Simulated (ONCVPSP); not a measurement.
An all-electron radial function and its pseudo partner (zinc (Zn))

Columns: radius, all-electron u(r) and pseudo u(r) of the 3s shell (level -128.62 eV) of zinc in the configuration [Ne] 3s2 3p6 3d10 4s2; LDA (Perdew-Zunger), scalar-relativistic, ONCV scheme, ONCVPSP 4.0.1.

```json
{"r (bohr)": "0.050", "all-electron": "0.2134", "pseudo": "0.1154"}
{"r (bohr)": "0.100", "all-electron": "-0.4466", "pseudo": "0.2346"}
{"r (bohr)": "0.150", "all-electron": "-0.7212", "pseudo": "0.3601"}
{"r (bohr)": "0.200", "all-electron": "-0.5876", "pseudo": "0.4926"}
{"r (bohr)": "0.250", "all-electron": "-0.2292", "pseudo": "0.6305"}
{"r (bohr)": "0.300", "all-electron": "0.1940", "pseudo": "0.7697"}
{"r (bohr)": "0.350", "all-electron": "0.5861", "pseudo": "0.9041"}
{"r (bohr)": "0.400", "all-electron": "0.9007", "pseudo": "1.0264"}
{"r (bohr)": "0.450", "all-electron": "1.1269", "pseudo": "1.1298"}
{"r (bohr)": "0.500", "all-electron": "1.2676", "pseudo": "1.2079"}
{"r (bohr)": "0.550", "all-electron": "1.3371", "pseudo": "1.2569"}
{"r (bohr)": "0.600", "all-electron": "1.3506", "pseudo": "1.2756"}
{"r (bohr)": "0.650", "all-electron": "1.3222", "pseudo": "1.2643"}
{"r (bohr)": "0.700", "all-electron": "1.2652", "pseudo": "1.2268"}
{"r (bohr)": "0.750", "all-electron": "1.1895", "pseudo": "1.1677"}
{"r (bohr)": "0.800", "all-electron": "1.1031", "pseudo": "1.0929"}
{"r (bohr)": "0.850", "all-electron": "1.0119", "pseudo": "1.0081"}
{"r (bohr)": "0.900", "all-electron": "0.9201", "pseudo": "0.9190"}
{"r (bohr)": "0.950", "all-electron": "0.8305", "pseudo": "0.8303"}
{"r (bohr)": "1.000", "all-electron": "0.7452", "pseudo": "0.7451"}
{"r (bohr)": "1.050", "all-electron": "0.6654", "pseudo": "0.6652"}
{"r (bohr)": "1.100", "all-electron": "0.5915", "pseudo": "0.5914"}
{"r (bohr)": "1.150", "all-electron": "0.5240", "pseudo": "0.5239"}
{"r (bohr)": "1.200", "all-electron": "0.4628", "pseudo": "0.4627"}
{"r (bohr)": "1.250", "all-electron": "0.4076", "pseudo": "0.4075"}
{"r (bohr)": "1.300", "all-electron": "0.3581", "pseudo": "0.3580"}
```

Problem. How many radial nodes do the two functions have?

Solution. The all-electron 3s function has n − l − 1 = 2; the pseudo-wave has 0, since the states of the same l below it are removed with the core.

Problem. At about which radius was the pseudo-wave matched?

Solution. 1.00 bohr, where the columns begin to agree (steps of 0.05 bohr).

Problem. Where does each function peak?

Solution. Outermost all-electron maximum near 0.60 bohr, pseudo maximum near 0.60 bohr (to the table’s step).

Problem. Is the pseudo-wave norm-conserving?

Solution. Yes: the ONCV scheme keeps the norm inside the radius equal to the all-electron one, which fixes the energy derivative of the logarithmic derivative at the level.
